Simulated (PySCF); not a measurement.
Interval between two levels of Sn by level of theory

Sn [Kr] 4d10 5s2 5p2 [3P2, M_J = 2] → Sn [Kr] 4d10 5s2 5p1 5d1 [3F4, M_J = 4], as a difference of total energies. Calculation: PySCF 2.14, in x2c-TZVPall-2c with one added diffuse shell each of s, p, d, f type (9s10p6d3f, 90 functions); the two-component X2C-1e Hamiltonian. Correlated levels: [Ar] 3d10 frozen; the 6 highest virtual spinors dropped. "Screened" scales the spin-orbit matrix elements by Boettger's factors to mimic the two-electron term; Breit and QED terms are absent.

Q: Order these methods by the interval between two levels they give, lowest first.
A. GMP2 (screened spin-orbit)
B. GMP2 (spin-free)
C. GHF (spin-free)
D. GHF (screened spin-orbit)

A: C (42428 cm⁻¹), D (43155 cm⁻¹), B (44864 cm⁻¹), A (45545 cm⁻¹).

The spin-free rows relax to the high-spin LS determinant and lack the spin-orbit shift.

Errors of the correlated levels include the incompleteness of this basis and the frozen core.

The labels give the starting determinants; with spin-orbit coupling the two ends relaxed to ⟨J²⟩ = 6.01, ⟨L²⟩ = 2.33, ⟨S²⟩ = 1.88 and ⟨J²⟩ = 20.02, ⟨L²⟩ = 12.03, ⟨S²⟩ = 2.02.

The promoted electron is Rydberg-like, and one or two diffuse shells describe it only roughly, which tends to raise the upper state.

For comparison: 44680 cm⁻¹ (measured; NIST Handbook of Basic Atomic Spectroscopic Data (Sansonetti and Martin, J. Phys. Chem. Ref. Data 34, 1559 (2005))).
